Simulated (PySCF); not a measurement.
From one molecule to another.

First species: isovaleronitrile, C5H9N.
Atom-mapped SMILES: `[CH3:1][CH:2]([CH3:3])[CH2:4][C:5]#[N:6]` (hydrogens: H7, H8, H9 on C1; H10 on C2; H11, H12, H13 on C3; H14, H15 on C4)

Structure used (PBE0-D3(BJ)/def2-SVP), in Å, numbered top down from 1:
```
atom  x, y, z in Å
C1    -1.4249   -0.3396   -0.4336
C2    -0.0726    0.3610   -0.4741
C3     0.0732    1.3787    0.6501
C4     1.0844   -0.6540   -0.4659
C5     1.1341   -1.4569    0.7515
N6     1.1550   -2.0760    1.7294
H7    -1.5377   -1.0523   -1.2654
H8    -1.5509   -0.8983    0.5080
H9    -2.2455    0.3902   -0.5016
H10    0.0124    0.8947   -1.4370
H11    1.0327    1.9155    0.5889
H12    0.0243    0.8876    1.6355
H13   -0.7335    2.1258    0.6078
H14    0.9974   -1.3412   -1.3234
H15    2.0515   -0.1353   -0.5703
```

Second species: C8H7N.
Numbering: `[CH3:1][C:2]#[C:3][c:4]1[cH:5][cH:6][cH:7][cH:8][n:9]1` (hydrogens: H10, H11, H12 on C1; H13 on C5; H14 on C6; H15 on C7; H16 on C8)

Levels: PBE0/def2-SVPD for dipole moment, HOMO energy, LUMO energy, HOMO–LUMO gap, static isotropic polarisability and electronic spatial extent ⟨r²⟩ about the centre of nuclear charge; TDDFT PBE0/def2-SVPD for lowest singlet excitation; TDA PBE0/def2-SVPD for lowest triplet excitation (Tamm–Dancoff); ΔSCF PBE0/def2-SVPD for vertical ionisation energy; PBE0-D3(BJ)/def2-SVP for rotational constant A and rotational constant C. Geometries: PBE0-D3(BJ)/def2-SVP. Each species is one conformer at its optimised geometry, gas phase, non-relativistic unless stated; the electronic structure was computed with PySCF and density fitting.

The conformers computed, where there is a choice (atom-mapped SMILES and torsion angles):
- `[CH3:1][CH:2]([CH3:3])[CH2:4][C:5]#[N:6]`: C1–C2–C4–C5 -63°

Values for the first species:

| Property | Result |
| --- | --- |
| Dipole moment | 4.11 D |
| HOMO energy | -9.23 eV |
| LUMO energy | 0.21 eV |
| HOMO–LUMO gap | 9.44 eV |
| Lowest singlet excitation | 7.63 eV |
| Lowest triplet excitation (Tamm–Dancoff) | 6.24 eV |
| Static isotropic polarisability | 64.2 au |
| Vertical ionisation energy | 11.30 eV |
| Electronic spatial extent ⟨r²⟩ about the centre of nuclear charge | 643 bohr² |
| Rotational constant A | 5.340 GHz |
| Rotational constant C | 2.248 GHz |

Q: Estimate the same properties for the second species, and the change in each.

A: 
```csv
property,first,second,second less first
dipole moment,4.11 D,1.88 D,-2.23 D
HOMO energy,-9.23 eV,-6.85 eV,+2.38 eV
LUMO energy,0.21 eV,-1.21 eV,-1.42 eV
HOMO–LUMO gap,9.44 eV,5.64 eV,-3.80 eV
lowest singlet excitation,7.63 eV,4.64 eV,-2.99 eV
lowest triplet excitation (Tamm–Dancoff),6.24 eV,3.49 eV,-2.75 eV
static isotropic polarisability,64.2 au,106.3 au,+42.1 au
vertical ionisation energy,11.30 eV,8.56 eV,-2.74 eV
electronic spatial extent ⟨r²⟩ about the centre of nuclear charge,643 bohr²,1519 bohr²,+876 bohr²
rotational constant A,5.340 GHz,5.677 GHz,+0.337 GHz
rotational constant C,2.248 GHz,0.737 GHz,-1.511 GHz
```

On the first: In atomic units the dipole is 1.62 e·bohr (1 au = 2.5417 D). The vertical singlet–triplet gap S1 − T1 is 1.39 eV (TDDFT singlet less Tamm–Dancoff triplet).

On the second: The principal polarisabilities are 58.8, 91.4 and 168.8 au; their mean is the isotropic value. The polarisability is 15.75 Å³ as a volume (1 au = 0.148185 Å³), or 1.71 au for each of the 62 electrons.
